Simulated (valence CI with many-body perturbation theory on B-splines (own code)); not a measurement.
# E1 transitions of Tb⁶⁰⁺

Method: relativistic CI+MBPT: three valence electrons over a frozen Dirac-Fock core [He], a basis of 11 s, 11 p, 9 d, 7 f, 5 g, 2 h, 1 i functions for each j, with the one-electron correlation potential Σ1 (screened to all orders), the two-electron term Σ2, the three-electron term Σ3, Breit, model QED; selected single and double excitations, second order for the rest (own B-spline code, finite nucleus).

The last digits are not significant, and no measured levels were compared; by estimate large intervals hold to a few tenths of a per cent, small ones and those within an open d or f shell to about a per cent.

Lines 1 to 50 of 280 in falling wavelength, among levels below 76923 × 10³ cm⁻¹, chosen from the strongest by gf and those to the six lowest levels. Wavelengths and rates use the calculated energies. Electric multipoles are in the length gauge, E1 and E2 with the static RPA response of the core. Weak lines are less certain than strong ones. Lines between different terms over intervals too small for the method are left out, as are lines whose strength nearly cancels. The highest levels of a list are the least certain.

Levels are named by their leading jj configuration (3d3/2^4 stands for four electrons in 3d with j = 3/2), which in mixed levels can hold well under half, so a name can repeat and another be missing. Letters in brackets count levels of one name in rising energy.

```
λ vac (Å)                          Upper                          Lower   A (s⁻¹)  S (a.u.) with core polarisation  S without
    110.2         (2s 2p3/2 3d5/2) J=9/2         (2s 2p3/2 3p3/2) J=7/2  1.54e+10                         1.02e-01   1.02e-01
    109.7      (2p1/2 2p3/2 3d5/2) J=9/2      (2p1/2 2p3/2 3p3/2) J=7/2  1.79e+10                         1.17e-01   1.17e-01
    109.2  (2p1/2 2p3/2 3d5/2) J=7/2 [b]  (2p1/2 2p3/2 3p3/2) J=5/2 [b]  1.47e+10                         7.56e-02   7.57e-02
    109.0  (2p1/2 2p3/2 3d5/2) J=7/2 [a]  (2p1/2 2p3/2 3p3/2) J=5/2 [a]  1.62e+10                         8.26e-02   8.26e-02
    108.9         (2s 2p1/2 3d5/2) J=7/2         (2s 2p1/2 3p3/2) J=5/2  1.68e+10                         8.56e-02   8.56e-02
    108.7     (2s 2p3/2 3d5/2) J=7/2 [a]     (2s 2p3/2 3p3/2) J=5/2 [a]  1.22e+10                         6.19e-02   6.19e-02
    108.4     (2s 2p3/2 3d5/2) J=7/2 [b]     (2s 2p3/2 3p3/2) J=5/2 [b]  1.32e+10                         6.63e-02   6.63e-02
    107.3          (2p1/2^2 3d5/2) J=5/2          (2p1/2^2 3p3/2) J=3/2  1.89e+10                         6.91e-02   6.91e-02
    106.1             (2s^2 3d5/2) J=5/2             (2s^2 3p3/2) J=3/2  1.46e+10                         5.16e-02   5.16e-02
    105.8     (2s 2p1/2 3d5/2) J=5/2 [a]     (2s 2p1/2 3p3/2) J=3/2 [a]  1.70e+10                         5.96e-02   5.96e-02
    102.1  (2p1/2 2p3/2 3d5/2) J=5/2 [a]  (2p1/2 2p3/2 3p3/2) J=3/2 [a]  1.46e+10                         4.61e-02   4.61e-02
    101.4     (2s 2p1/2 3d5/2) J=5/2 [b]     (2s 2p1/2 3p3/2) J=3/2 [b]  1.72e+10                         5.31e-02   5.31e-02
    81.20     (2s 2p1/2 2p3/2) J=3/2 [a]             (2s^2 2p3/2) J=3/2  7.28e+08                         7.69e-04   7.71e-04
    65.24         (2s 2p1/2 2p3/2) J=5/2             (2s^2 2p3/2) J=3/2  6.41e+09                         5.27e-03   5.28e-03
    56.79             (2s 2p1/2^2) J=1/2             (2s^2 2p1/2) J=1/2  1.70e+10                         3.08e-03   3.09e-03
    53.77          (2p1/2^2 2p3/2) J=3/2         (2s 2p1/2 2p3/2) J=1/2  1.13e+10                         3.46e-03   3.47e-03
    49.37         (2s 2p1/2 2p3/2) J=1/2             (2s^2 2p3/2) J=3/2  1.36e+10                         1.61e-03   1.62e-03
    49.03     (2s 2p1/2 2p3/2) J=3/2 [b]             (2s^2 2p3/2) J=3/2  9.69e+09                         2.26e-03   2.26e-03
    46.12  (2p1/2 2p3/2 3d3/2) J=5/2 [b]  (2p1/2 2p3/2 3p1/2) J=3/2 [b]  1.02e+11                         2.95e-02   2.95e-02
    45.21  (2p1/2 2p3/2 3d3/2) J=3/2 [b]  (2p1/2 2p3/2 3p1/2) J=3/2 [b]  1.19e+11                         2.17e-02   2.17e-02
    43.69     (2s 2p3/2 3d3/2) J=5/2 [a]         (2s 2p3/2 3p1/2) J=5/2  1.22e+11                         3.02e-02   3.02e-02
    43.34     (2s 2p3/2 3d3/2) J=5/2 [a]     (2s 2p3/2 3p1/2) J=3/2 [a]  9.92e+10                         2.39e-02   2.39e-02
    42.78         (2s 2p3/2 3d3/2) J=7/2         (2s 2p3/2 3p1/2) J=5/2  2.05e+11                         6.33e-02   6.33e-02
    42.74     (2s 2p3/2 3d3/2) J=5/2 [b]     (2s 2p3/2 3p1/2) J=3/2 [b]  2.22e+11                         5.13e-02   5.13e-02
    42.67  (2p1/2 2p3/2 3d3/2) J=5/2 [a]  (2p1/2 2p3/2 3p1/2) J=3/2 [a]  1.68e+11                         3.87e-02   3.87e-02
    42.59     (2s 2p1/2 3d3/2) J=3/2 [a]     (2s 2p1/2 3p1/2) J=1/2 [a]  2.10e+11                         3.20e-02   3.20e-02
    42.55     (2s 2p3/2 3d3/2) J=3/2 [a]     (2s 2p3/2 3p1/2) J=3/2 [a]  1.92e+11                         2.92e-02   2.92e-02
    42.51          (2p1/2^2 2p3/2) J=3/2         (2s 2p1/2 2p3/2) J=5/2  6.05e+10                         9.17e-03   9.19e-03
    42.42     (2s 2p3/2 3p3/2) J=3/2 [a]        (2s 2p3/2 3s) J=3/2 [a]  2.75e+11                         4.15e-02   4.15e-02
    42.36             (2s^2 3d3/2) J=3/2             (2s^2 3p1/2) J=1/2  2.20e+11                         3.30e-02   3.30e-02
    42.32      (2p1/2 2p3/2 3d3/2) J=7/2      (2p1/2 2p3/2 3p1/2) J=5/2  2.05e+11                         6.13e-02   6.13e-02
    42.29         (2s 2p1/2 3d3/2) J=5/2         (2s 2p1/2 3p1/2) J=3/2  2.08e+11                         4.66e-02   4.66e-02
    42.14          (2p1/2^2 3d3/2) J=3/2          (2p1/2^2 3p1/2) J=1/2  1.98e+11                         2.92e-02   2.92e-02
    42.10     (2s 2p1/2 3p3/2) J=3/2 [b]        (2s 2p1/2 3s) J=1/2 [b]  1.87e+11                         2.76e-02   2.76e-02
    42.06     (2s 2p3/2 3d3/2) J=1/2 [a]     (2s 2p3/2 3p1/2) J=3/2 [a]  2.59e+11                         1.90e-02   1.90e-02
    41.43  (2p1/2 2p3/2 3p3/2) J=5/2 [a]     (2p1/2 2p3/2 3s) J=3/2 [a]  3.24e+11                         6.82e-02   6.82e-02
    41.42     (2s 2p3/2 3p3/2) J=5/2 [b]        (2s 2p3/2 3s) J=3/2 [b]  3.57e+11                         7.51e-02   7.52e-02
    41.12      (2p1/2 2p3/2 3p3/2) J=7/2         (2p1/2 2p3/2 3s) J=5/2  2.94e+11                         8.08e-02   8.08e-02
    40.94         (2s 2p1/2 3p3/2) J=1/2        (2s 2p1/2 3s) J=1/2 [b]  3.33e+11                         2.26e-02   2.26e-02
    40.93         (2s 2p3/2 3p3/2) J=7/2            (2s 2p3/2 3s) J=5/2  3.76e+11                         1.02e-01   1.02e-01
    40.45  (2p1/2 2p3/2 3p3/2) J=3/2 [b]     (2p1/2 2p3/2 3s) J=3/2 [b]  1.80e+11                         2.36e-02   2.36e-02
    40.19     (2s 2p3/2 3p3/2) J=5/2 [a]        (2s 2p3/2 3s) J=3/2 [a]  1.84e+11                         3.53e-02   3.53e-02
    39.62     (2s 2p1/2 3p3/2) J=3/2 [a]        (2s 2p1/2 3s) J=1/2 [a]  3.87e+11                         4.76e-02   4.76e-02
    39.56     (2s 2p3/2 3p3/2) J=1/2 [a]        (2s 2p3/2 3s) J=3/2 [a]  3.88e+11                         2.37e-02   2.37e-02
    39.38     (2s 2p3/2 3p3/2) J=3/2 [b]        (2s 2p3/2 3s) J=3/2 [b]  1.87e+11                         2.26e-02   2.26e-02
    39.37             (2s^2 3p3/2) J=3/2                (2s^2 3s) J=1/2  4.28e+11                         5.15e-02   5.15e-02
    39.09  (2p1/2 2p3/2 3p3/2) J=5/2 [b]     (2p1/2 2p3/2 3s) J=3/2 [b]  1.77e+11                         3.13e-02   3.13e-02
    39.07          (2p1/2^2 3p3/2) J=3/2             (2p1/2^2 3s) J=1/2  3.22e+11                         3.80e-02   3.80e-02
    39.02         (2s 2p1/2 3p3/2) J=5/2            (2s 2p1/2 3s) J=3/2  3.90e+11                         6.86e-02   6.86e-02
    38.74     (2s 2p3/2 3p3/2) J=3/2 [b]            (2s 2p3/2 3s) J=1/2  2.63e+11                         3.02e-02   3.02e-02
```
